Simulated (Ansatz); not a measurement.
Consider the formal exchange of groups at a Ge–O bond: `C[O][GeH]([CH3])[SiH3]` + CH₄ → `[CH3][GeH]([CH3])[SiH3]` + CH₃OH.

Computed with Ansatz on PBE0-D4/def2-TZVP structures; ΔE is electronic, products minus reactants. CBS: MP2 limit from def2 TZ/QZ plus the TZ coupled-cluster correction, frozen cores. This one scheme is used for every species. DFT in def2-TZVPP. B3LYP here is the variant with VWN-RPA as its local correlation; programs differ in this. For Ge outer-core shells are correlated without core-valence functions, which leaves a few kJ/mol of doubt a bond. Scalar relativity is left out up to krypton. One conformer a species, not always the lowest.

```csv
level,ΔE (kJ/mol),difference from CCSD(T)/CBS
PBE-D4,45.8,-0.5
r2SCAN-D4,51.6,5.3
PBE0-D4,43.1,-3.2
B3LYP-D4,53.3,7.0
ωB97X-V,50.0,3.7
ωB97M-V,47.6,1.3
B2PLYP,51.3,5.0
PBE,44.1,-2.2
r2SCAN,51.0,4.7
PBE0,41.5,-4.8
B3LYP,50.7,4.4
HF/def2-TZVPP,54.9,8.6
MP2/def2-TZVPP,46.7,0.4
SCS-MP2/def2-TZVPP,50.0,3.7
CCSD/def2-TZVPP,46.2,-0.1
CCSD(T)/def2-TZVPP,46.9,0.6
HF/def2-QZVPP,55.8,9.5
MP2/def2-QZVPP,46.7,0.4
SCS-MP2/def2-QZVPP,49.9,3.6
HF/CBS(def2),56.0,9.7
MP2/CBS(def2),46.2,-0.1
CCSD/CBS(def2),45.6,-0.7
CCSD(T)/CBS,46.3,0
```

Largest T1 diagnostic among the species: 0.012.

In def2-TZVPP, CCSD(T) changes the Hartree–Fock value by −8.0 kJ/mol (the triples alone add +0.7 kJ/mol) and MP2 by −8.2 kJ/mol.
